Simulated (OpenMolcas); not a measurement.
# Mo2+: moving or changing the point charges

Mo2+ among 6 point charges of -1.7 e arranged as a tetragonal octahedron (D4h), 2.06 Å from the ion, with the axial distance 2.431 Å. The active orbitals were held to one l.
```
   2.0600    0.0000    0.0000  -1.70
   0.0000    2.0600    0.0000  -1.70
  -2.0600    0.0000    0.0000  -1.70
   0.0000   -2.0600    0.0000  -1.70
   0.0000    0.0000    2.4308  -1.70
   0.0000    0.0000   -2.4308  -1.70
```

```
Program             : OpenMolcas 26.06
Method              : CASSCF
Basis               : ANO-RCC-VDZP [6s5p3d1f]
Scalar Hamiltonian  : DKH2, point nucleus
Active space        : 4 electrons in 5 orbitals (4d)
State averaging     : 2S+1 = 5 even, 5 roots; 2S+1 = 3 even, 45 roots; 2S+1 = 1 even, 50 roots
Spin-orbit coupling : state interaction with AMFI integrals over the reference wave functions
```

Runs around this geometry, states (labels of D4, the rotations of D4h). Energies in cm-1 above the lowest state or level, χT in cm3 K/mol.

| R (Å) | Axial / equatorial distance | Ground state | First state of that spin | First gap with spin-orbit (degeneracies) | χT at 300 K | First state of another spin |
| --- | --- | --- | --- | --- | --- | --- |
| 1.88 | 1.18 | 5B1 | 5A1 12630 | 5.5 (1, 1) | 2.831 | 3E 3847 |
| 2.06 | 1.18 | 5B1 | 5A1 10016 | 2.0 (1, 1) | 2.845 | 3E 8358 |
| 2.16 | 1.18 | 5B1 | 5A1 8849 | 1.7 (1, 1) | 2.817 | 3E 10063 |
| 2.06 | 1.27 | 5B1 | 5A1 13222 | 1.5 (1, 1) | 2.849 | 3E 10020 |

Taking the first state of the same spin as R^-n, n = -ln(8849 / 12630) / ln(2.16 / 1.88) = 2.6 between the shortest and longest distance.

Without dynamic correlation the repulsion within the d shell is too large (B by tens of per cent), so at a given field states of lower spin stand too high. Point charges give a weaker field than real ligands, and real ions of this kind are as a rule low spin; the high spin found here belongs to the model. This shell can be high or low spin here, a state of another spin lies low, and with metal d orbitals alone active their balance is uncertain, so the ground spin may be wrong (holds for R = 1.88, ratio = 1.18; R = 2.06, ratio = 1.18). Point charges carry no covalency, so the field is a model and not that of real ligands. No measured value stands beside these numbers.
